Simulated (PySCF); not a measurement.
**Electron correlation in Tl⁺ (thallium, charge +1)**

[Xe] 4f14 5d10 6s2, closed-shell 1S. All numbers are calculated (PySCF 2.14, a scalar-relativistic core potential, in aug-cc-pVTZ-PP with one added diffuse shell each of d, f type with ECP60MDF (6s5p5d3f, 67 functions)). Frozen: 5s2 5p6 5d10; 2 electrons correlated.

With two correlated electrons CCSD is exact within the correlated space (frozen core and kept virtual orbitals).

```
level  correlation energy (mhartree)
 CCSD                         -27.16
```

Diagnostics: T1 = 0.0037, D1 = 0.0053, largest double amplitude 0.073.

Cost of the coupled-cluster step: roughly 0.5 core-seconds, for 2 correlated electrons.

Iterations:

```
CC2 = 0
CCSD nocc = 1, nmo = 58
frozen orbitals [0, 1, 2, 3, 4, 5, 6, 7, 8]
max_cycle = 100
direct = 0
conv_tol = 1e-08
conv_tol_normt = 1e-06
diis_space = 8
diis_start_cycle = 0
Init t2, MP2 energy = -171.351123736436  E_corr(MP2) -0.0199484645579555
Init E_corr(CCSD) = -0.0199484645589938
cycle = 1  E_corr(CCSD) = -0.0245994370139664  dE = -0.00465097245  norm(t1,t2) = 0.0327032
cycle = 2  E_corr(CCSD) = -0.0261599632964381  dE = -0.00156052628  norm(t1,t2) = 0.0129873
cycle = 3  E_corr(CCSD) = -0.027170814581846  dE = -0.00101085129  norm(t1,t2) = 0.00533555
cycle = 4  E_corr(CCSD) = -0.02715989898733  dE = 1.09155945e-05  norm(t1,t2) = 0.000172401
cycle = 5  E_corr(CCSD) = -0.0271599151718914  dE = -1.61845614e-08  norm(t1,t2) = 1.7152e-05
cycle = 6  E_corr(CCSD) = -0.0271595910149885  dE = 3.24156903e-07  norm(t1,t2) = 2.49443e-06
cycle = 7  E_corr(CCSD) = -0.0271595859347222  dE = 5.08026623e-09  norm(t1,t2) = 4.78982e-07
CCSD converged
E(CCSD) = -171.3583348578125  E_corr = -0.02715958593472224
```
